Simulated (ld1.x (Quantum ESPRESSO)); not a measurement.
## Reading a pseudo-wave (Be)

Columns: radius, all-electron u(r) and pseudo u(r) of the 2s shell (level -7.51 eV) of beryllium in the configuration [He] 2s1.75 2p0; PBE, scalar-relativistic, TM scheme, ld1.x (Quantum ESPRESSO) 7.5.

| r (bohr) | all-electron | pseudo |
| --- | --- | --- |
| 0.182 | 0.2590 | -0.0585 |
| 0.365 | 0.2002 | -0.1196 |
| 0.548 | 0.0426 | -0.1850 |
| 0.730 | -0.1284 | -0.2561 |
| 0.912 | -0.2815 | -0.3336 |
| 1.095 | -0.4069 | -0.4155 |
| 1.277 | -0.5039 | -0.4952 |
| 1.460 | -0.5746 | -0.5648 |
| 1.642 | -0.6204 | -0.6155 |
| 1.825 | -0.6452 | -0.6441 |
| 2.007 | -0.6524 | -0.6523 |
| 2.190 | -0.6455 | -0.6455 |
| 2.372 | -0.6281 | -0.6281 |
| 2.555 | -0.6026 | -0.6026 |
| 2.738 | -0.5716 | -0.5716 |
| 2.920 | -0.5374 | -0.5374 |
| 3.102 | -0.5014 | -0.5014 |
| 3.285 | -0.4646 | -0.4646 |
| 3.468 | -0.4281 | -0.4281 |
| 3.650 | -0.3929 | -0.3929 |
| 3.832 | -0.3592 | -0.3592 |
| 4.015 | -0.3272 | -0.3272 |
| 4.198 | -0.2971 | -0.2971 |
| 4.380 | -0.2693 | -0.2693 |
| 4.562 | -0.2436 | -0.2436 |
| 4.745 | -0.2197 | -0.2197 |

(1) How many radial nodes do the two functions have?

(2) At about which radius was the pseudo-wave matched?

(3) Is the pseudo-wave norm-conserving?

## Answers

(1) The all-electron 2s function has n − l − 1 = 1; the pseudo-wave has 0, since the states of the same l below it are removed with the core.

(2) 2.20 bohr. The columns agree to 0.0005 from 2.01 bohr on; several derivatives are matched, so the curves merge somewhat inside the radius.

(3) Yes: the TM scheme keeps the norm inside the radius equal to the all-electron one, which fixes the energy derivative of the logarithmic derivative at the level.
